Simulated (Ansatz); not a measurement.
# Molecular dynamics of C₂H₉ClSi

Input:

```yaml
crystal:
  periodic: [false, false, false]
  atoms:
    - { symbol: Si, position_ang: [-0.1326, -0.7993, 0.0956] }
    - { symbol: C, position_ang: [0.4656, 0.8689, 1.3636] }
    - { symbol: H, position_ang: [-1.0189, -1.8048, 0.6592] }
    - { symbol: H, position_ang: [1.1934, -1.4019, 0.4216] }
    - { symbol: C, position_ang: [0.0751, -0.3909, -1.7445] }
    - { symbol: H, position_ang: [-0.8243, 0.8447, 0.8477] }
    - { symbol: Cl, position_ang: [-2.2949, 0.4388, -0.0194] }
    - { symbol: H, position_ang: [0.7242, 0.2515, 2.2107] }
    - { symbol: H, position_ang: [1.3354, 1.0979, 0.7665] }
    - { symbol: H, position_ang: [0.1399, 1.8287, 1.7807] }
    - { symbol: H, position_ang: [0.1759, 0.6761, -1.9172] }
    - { symbol: H, position_ang: [-0.788, -0.7245, -2.3088] }
    - { symbol: H, position_ang: [0.9491, -0.8851, -2.1556] }
magnetization:
  spin_polarized: true
basis:
  gaussian: { orbitals: STO-3G }
hamiltonian:
  xc: b3lyp
  dispersion: d4
md:
  timestep: 0.5
  n_steps: 150
  ensemble: nve
  temperature: 1000.0
  initial_velocities: maxwell_boltzmann
  seed: 553743
```

Run as:

```bash
$ ansatz run input.yaml --threads 1 --pin off --max-ram 2048MiB --backend cpu --events-out ev --progress --plain --runs-dir out
```

It starts from a rough guess of a transition structure, not a stationary point.

Output, in part (step lines, the closing report, with atoms numbered from 0):

```
md step     0: t =     0.00 fs  T =  1000.0 K  F+E_penalty+E_count = -22365.94784359 eV  E_kin = 1.421860 eV  conserved = -22364.52598360 eV  (23 SCF iters)
[... lines left out ...]
Total energy: -22368.59646959 eV, -822.0307582780 hartree
Atom 0 at    -0.952189    -1.512220    -0.978032 Å, force    -1.794307     1.450314     3.507265 eV/Å
Atom 1 at     1.079220     3.192062     3.427015 Å, force     3.611120    -1.687471     2.142850 eV/Å
Atom 2 at    -2.079109    -2.371494    -1.312005 Å, force     0.141157     0.285799    -0.329326 eV/Å
Atom 3 at    -0.323845    -2.178330     0.200751 Å, force     0.168617     0.413606    -1.203500 eV/Å
Atom 4 at     0.081014    -0.945226    -2.415292 Å, force     2.720135    -0.695050     0.943539 eV/Å
Atom 5 at     1.441525     3.037105     2.370006 Å, force    -1.184956     0.926382     0.688511 eV/Å
Atom 6 at    -1.891959     0.243489     0.233721 Å, force     1.064730    -1.914681    -1.736760 eV/Å
Atom 7 at     0.361780     3.994232     3.715059 Å, force     0.374401    -0.360900    -0.992700 eV/Å
Atom 8 at     0.694887     2.171212     3.777119 Å, force     0.362039     1.580784    -0.370251 eV/Å
Atom 9 at     2.121365     3.383027     4.032364 Å, force    -3.166008    -0.461385    -1.472138 eV/Å
Atom 10 at    -0.458657    -1.149082    -3.340865 Å, force     0.463652    -0.894076    -0.447410 eV/Å
Atom 11 at     1.143418    -1.484836    -2.237069 Å, force    -2.842223     1.328295    -1.398656 eV/Å
Atom 12 at     0.267745     0.136180    -2.482907 Å, force     0.081643     0.028384     0.668577 eV/Å
Dipole moment:     0.404906    -0.518297    -0.545902 e Å
```

The steps, from the saved trajectory:

```
time (fs)  T (K)  potential energy less start (eV)  conserved less start (meV/atom)
        0   1000                             0.000                             0.00
      2.5    708                             0.422                             0.52
        5    795                             0.297                             0.35
      7.5   1048                            -0.063                             0.41
       10   1471                            -0.670                            -0.05
     12.5   1396                            -0.558                             0.43
       15   1649                            -0.919                             0.30
     17.5   2096                            -1.553                             0.41
       20   2650                            -2.347                            -0.02
     22.5   2695                            -2.407                             0.25
       25   2795                            -2.549                             0.33
     27.5   3093                            -2.972                             0.28
       30   3346                            -3.334                             0.17
     32.5   3321                            -3.299                             0.09
       35   3067                            -2.933                             0.44
     37.5   3247                            -3.193                             0.14
       40   3185                            -3.101                             0.45
     42.5   3319                            -3.298                            -0.01
       45   3178                            -3.090                             0.47
     47.5   3465                            -3.504                             0.03
       50   3337                            -3.315                             0.56
     52.5   3458                            -3.497                            -0.14
       55   3021                            -2.866                             0.60
     57.5   3256                            -3.209                            -0.10
       60   2878                            -2.661                             0.75
     62.5   3071                            -2.946                            -0.13
       65   2797                            -2.548                             0.57
     67.5   3191                            -3.117                            -0.06
       70   2991                            -2.822                             0.68
     72.5   3138                            -3.042                            -0.07
       75   2868                            -2.648                             0.57
```

All steps were run. The conserved energy stayed within 0.75 meV per atom of its start (net change 0.57 meV per atom), so the integration is sound. The kinetic energy rose, since the run started high on the potential surface and went downhill. It ends in pieces (CH4 + CH5ClSi), so much of that is their flight and rotation, not heat. A run of 0.075 ps of so small a system gives no equilibrium averages. The orbitals were unrestricted but ended closed-shell. Limits of this set-up: minimal basis.

The planned step would form Si1–Cl7, C2–H6 and break Si1–C2, H6–Cl7. These pairs go: Si1–Cl7 2.49 → 2.33 Å, C2–H6 1.39 → 1.13 Å, Si1–C2 2.18 → 6.76 Å, H6–Cl7 1.75 → 4.85 Å. In the last frame they stand as after the step (other bonds may differ from the relaxed reactants and products). It ends as CH4 + CH5ClSi. Pairs count as bonded within 1.25 times the sum of covalent radii (0.12 Å more for H–H).

Last frame:

```xyz
13
Properties=species:S:1:pos:R:3
Si -0.952 -1.512 -0.978
C 1.079 3.192 3.427
H -2.079 -2.372 -1.312
H -0.324 -2.178 0.201
C 0.081 -0.945 -2.415
H 1.442 3.037 2.370
Cl -1.892 0.243 0.234
H 0.362 3.994 3.715
H 0.695 2.171 3.777
H 2.121 3.383 4.032
H -0.459 -1.149 -3.341
H 1.143 -1.485 -2.237
H 0.268 0.136 -2.483
```

Time of the run: 8.5 min on 1 thread of Arm Neoverse V1, on a shared host, peak memory 0.14 GiB.
